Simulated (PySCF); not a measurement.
CH$_{7}$GeNSi, CH$_{6}$GeN$_{2}$, GeH$_{6}$NSi, CH$_{5}$AlBGe (calculated)

Calculation on a computer-drawn molecule: the log of a Hartree-Fock and frozen-core CCSD(T) single point meant for a local Hartree-Fock minimum, with one planted fault or none, to be diagnosed. Offsets are logged minus clean, where the clean run is the same molecule without the fault. The reference is restricted for singlets and unrestricted otherwise, and also for a bond in bohr or an excited solution. Adding or removing an electron swaps singlet and doublet. The excited solution moves the top pair (singlet) or top alpha electron (doublet) to the lowest empty orbital. Highest occupied and lowest empty are orbital energies over both spins, largest force is the largest gradient component, triples share is (T) over the correlation energy, the T1 limit is 0.02 restricted and 0.045 unrestricted, electrons count all cores, a negative frequency is imaginary (commonest isotopes), and the dipole is about the centre of nuclear charge; on germanium a core potential holds 10 electrons, which the energies leave out, and 3d is frozen in MP2 and coupled-cluster steps. Program: PySCF 2.14.0.

Common to all runs: meant multiplicity 1; meant basis and core potential on germanium cc-pVDZ-PP ECP10MDF; logged SCF converged yes; logged CC converged yes; logged SCF stable within its kind yes; possible faults no fault, one electron removed, one electron added, multiplicity raised by two, geometry at a saddle point, SCF held on an excited solution, minimal basis STO-3G, one bond length entered in bohr, all coordinates scaled.

(1) 
```xyz
11
formula=CH7GeNSi meant_charge=0 meant_basis=cc-pV(D+d)Z logged_electrons=65 logged_basis_functions=109 logged_spin_squared=0.7592 logged_highest_occupied=-15.36 logged_lowest_empty=-5.3035 logged_largest_force=0.056258 logged_T1_diagnostic=0.018262 logged_D1_diagnostic=0.07904 logged_triples_share=0.031566 logged_dipole_magnitude=3.7116 logged_energy_HF=-678.41292 logged_energy_CCSD(T)=-678.95969 planted_fault=one_electron_removed HF_energy_offset_from_clean_run=141.9 CCSD(T)_energy_offset_from_clean_run=161.6
N     -0.9862    -2.4496     0.0308
C     -0.0523    -1.7045    -0.4867
Si    -0.3195     0.1903    -0.4606
Ge     1.5194    -2.4805    -1.5174
H     -1.8588    -2.0921     0.3739
H     -0.8674    -3.4454     0.0880
H     -1.7788     0.4616    -0.4161
H      0.2881     0.7913    -1.6571
H      0.3065     0.6912     0.7793
H      2.5402    -1.4434    -0.9139
H      1.7424    -3.6789    -0.5112
```

Units: logged_highest_occupied, logged_lowest_empty in eV; logged_largest_force in hartree/bohr; logged_dipole_magnitude in debye; logged_energy_HF, logged_energy_CCSD(T) in hartree; HF_energy_offset_from_clean_run, CCSD(T)_energy_offset_from_clean_run in kcal/mol.

Drawn bonds:
```csv
atom,other atom,order
1,2,1
2,3,1
2,4,2
1,5,1
1,6,1
3,7,1
3,8,1
3,9,1
4,10,1
4,11,1
```

(2) 
```xyz
10
formula=CH6GeN2 meant_charge=0 meant_basis=cc-pVDZ logged_electrons=58 logged_basis_functions=95 logged_spin_squared=1.4083 logged_highest_occupied=-8.8329 logged_lowest_empty=1.6386 logged_largest_force=0.056266 logged_T1_diagnostic=0.041454 logged_D1_diagnostic=0.2222 logged_triples_share=0.03044 logged_dipole_magnitude=1.3779 logged_energy_HF=-443.46733 logged_energy_CCSD(T)=-444.06071 planted_fault=one_bond_length_entered_in_bohr,row_1_of_the_drawn_bonds HF_energy_offset_from_clean_run=72.64 CCSD(T)_energy_offset_from_clean_run=103.2
C     -3.3759     0.4563    -0.4400
N     -1.4657    -1.4935    -0.2052
Ge    -0.9381    -2.3065     1.3003
N     -1.4403    -2.1146     2.8935
H     -3.7976     0.6784     0.5404
H     -4.1979     0.1418    -1.0889
H     -2.9600     1.3857    -0.8385
H     -1.0293    -1.7584    -1.0667
H      0.1405    -3.3064     0.9280
H     -2.1632    -1.4206     3.0196
```

Units: logged_highest_occupied, logged_lowest_empty in eV; logged_largest_force in hartree/bohr; logged_dipole_magnitude in debye; logged_energy_HF, logged_energy_CCSD(T) in hartree; HF_energy_offset_from_clean_run, CCSD(T)_energy_offset_from_clean_run in kcal/mol.

Drawn bonds:
```csv
atom,other atom,order
1,2,1
2,3,1
3,4,2
1,5,1
1,6,1
1,7,1
2,8,1
3,9,1
4,10,1
```

(3) 
```xyz
9
formula=GeH6NSi meant_charge=1 meant_basis=cc-pV(D+d)Z logged_electrons=58 logged_basis_functions=90 logged_spin_squared=0 logged_highest_occupied=-14.844 logged_lowest_empty=-5.2884 logged_largest_force=0.048046 logged_T1_diagnostic=0.015048 logged_D1_diagnostic=0.047629 logged_triples_share=0.026485 logged_dipole_magnitude=0.42172 logged_energy_HF=-639.98821 logged_energy_CCSD(T)=-640.3999 planted_fault=all_coordinates_scaled,by_+6.0_% HF_energy_offset_from_clean_run=15.76 CCSD(T)_energy_offset_from_clean_run=9.722
N      0.9101     0.4654    -1.9094
Si    -0.3809     0.6347    -0.7038
Ge    -0.8662    -1.7081     0.4856
H      1.9391     0.6320    -1.7000
H      0.7352     0.2513    -2.9361
H     -1.7881     0.9108    -1.3045
H      0.0118     1.4765     0.5429
H     -1.9721    -1.9611     1.6408
H     -0.1030    -3.0994     0.1666
```

Units: logged_highest_occupied, logged_lowest_empty in eV; logged_largest_force in hartree/bohr; logged_dipole_magnitude in debye; logged_energy_HF, logged_energy_CCSD(T) in hartree; HF_energy_offset_from_clean_run, CCSD(T)_energy_offset_from_clean_run in kcal/mol.

Drawn bonds:
```csv
atom,other atom,order
1,2,1
2,3,1
1,4,1
1,5,1
2,6,1
2,7,1
3,8,1
3,9,1
```

(4) 
```xyz
9
formula=CH5AlBGe meant_charge=1 meant_basis=cc-pV(D+d)Z logged_electrons=60 logged_basis_functions=99 logged_spin_squared=2.0576 logged_highest_occupied=-10.876 logged_lowest_empty=-6.4401 logged_largest_force=0.089921 logged_T1_diagnostic=0.078326 logged_D1_diagnostic=0.35769 logged_triples_share=0.037289 logged_dipole_magnitude=2.9018 logged_energy_HF=-600.33096 logged_energy_CCSD(T)=-600.72232 planted_fault=multiplicity_raised_by_two HF_energy_offset_from_clean_run=83.03 CCSD(T)_energy_offset_from_clean_run=94.84
B      0.0396    -2.5985    -0.7478
C      1.0424    -1.8920    -0.0681
Al     1.1929    -0.0737     0.6551
Ge     1.2553    -0.2365    -1.7443
H     -0.8106    -3.1776    -1.3121
H      1.9520    -2.4881     0.0888
H      1.3083     0.6674     2.0073
H      2.4156    -0.6636    -2.6255
H     -0.0830    -0.3445    -2.4733
```

Units: logged_highest_occupied, logged_lowest_empty in eV; logged_largest_force in hartree/bohr; logged_dipole_magnitude in debye; logged_energy_HF, logged_energy_CCSD(T) in hartree; HF_energy_offset_from_clean_run, CCSD(T)_energy_offset_from_clean_run in kcal/mol.

Drawn bonds:
```csv
atom,other atom,order
1,2,2
2,3,1
3,4,1
1,5,1
2,6,1
3,7,1
4,8,1
4,9,1
```

Notes: T1 above single-reference limit.
